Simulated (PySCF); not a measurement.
**From computed data to an observable: chemical shift, span and skew from a shielding tensor**

Al(Me)(OMe)(SH) (C₂H₇AlOS), SMILES C[O][Al]([CH3])[SH]. Atoms are numbered in the order given.

```xyz
12

Al    -0.4282     0.1543     0.2148
C     -1.9999     0.8178     1.1594
H     -2.9266     0.5371     0.6328
H     -1.9809     1.9177     1.2513
H     -2.0552     0.4112     2.1842
O     -0.6136    -0.7425    -1.2160
C      0.1560    -1.3926    -2.1890
H     -0.1136    -2.4625    -2.2347
H     -0.0381    -0.9534    -3.1835
H      1.2419    -1.3222    -1.9907
S      1.6350     0.5030     0.9037
H      1.2519     1.2068     1.9942
```

Coordinates come from a TPSSh-D3(BJ)/def2-SVP optimisation. The structure was generated by enumeration; whether it is a known compound was not checked. Other conformers were not sampled.

GIAO shieldings from PBE0/pcSseg-1 run with PySCF, non-relativistic, no solvent. The symmetric part of the tensor of C2 has the principal values 191.5, 192.0, 206.6 ppm. The same nucleus in TMS has σ = 186.3 ppm at this level (PySCF, at its B3LYP-D3(BJ)/def2-TZVP geometry).

### Question
Work out the isotropic shielding, the ¹³C shift against TMS, the span and the skew.

### Answer

σ(iso) = (σ11 + σ22 + σ33)/3 = 196.7 ppm. δ = σ(ref) − σ(iso) = 186.3 − (196.7) = -10.4 ppm.
Span Ω = σ33 − σ11 = 15.1 ppm. Skew κ = 3(σ(iso) − σ22)/Ω = 0.93. Tumbling in solution averages the tensor to δ; in a static solid the shielding alone would spread this spin-1/2 line over Ω.
